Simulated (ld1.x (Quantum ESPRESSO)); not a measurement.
# Cr (Z = 24): excitation energies, all-electron against PAW

ld1.x (Quantum ESPRESSO) 7.5 input, shortened:

```
&input
   title='Cr', zed=24., rel=1, dft='PBE', iswitch=3,
   config='[Ar] 3d6 4s0 4p0'
 /
 &inputp
   pseudotype=3, lpaw=.true., tm=.true., lloc=-2, rcloc=1.65,
   nlcc=.false.,
   which_augfun='PSQ', rmatch_augfun_nc=.true.
 /
6
3S  1  0   2.00   0.00  1.20  1.30  0.0
4S  2  0   0.00   0.00  1.20  1.30  0.0
3P  2  1   6.00   0.00  1.75  2.10  0.0
4P  3  1   0.00   0.00  1.75  2.10  0.0
3D  3  2   6.00   0.00  0.95  1.25  0.0
3D  3  2   0.00   0.35  0.95  1.25  0.0
 &test
   configts(1)='3s2 3p6 3d6 4s0 4p0'
 /
```

Energies are relative to the spin-unpolarised reference configuration 3s2 3p6 3d6 4s0 4p0; without spin polarisation the order of configurations can differ from experiment. Not all tests gave a result: test run stopped at test 5 of 7 (negative rho).

| valence configuration | charge | ΔE all-electron (eV) | error AE − PS (meV) |
| --- | --- | --- | --- |
| 3s2 3p6 3d5 4s1 4p0 | 0 | -1.732 | -0.3 |
| 3s2 3p6 3d5.5 4s0.5 4p0 | 0 | -1.006 | -0.1 |

Task: What are ΔE and the potential's error for 3s2 3p6 3d5 4s0 4p0?

Result: ΔE = 5.169 eV all-electron; the error (AE − PS) is -0.3 meV.

Task: What are ΔE and the potential's error for 3s2 3p6 3d4 4s0 4p0?

Result: ΔE = 21.222 eV all-electron; the error (AE − PS) is -1.6 meV.

Levels in the configuration 3s2 3p6 3d5.5 4s0.5 4p0:

```json
{"level": "3s", "all-electron (eV)": "-72.669", "pseudo (eV)": "-72.670"}
{"level": "3p", "all-electron (eV)": "-44.169", "pseudo (eV)": "-44.170"}
{"level": "3d", "all-electron (eV)": "-1.942", "pseudo (eV)": "-1.943"}
{"level": "4s", "all-electron (eV)": "-3.712", "pseudo (eV)": "-3.712"}
```
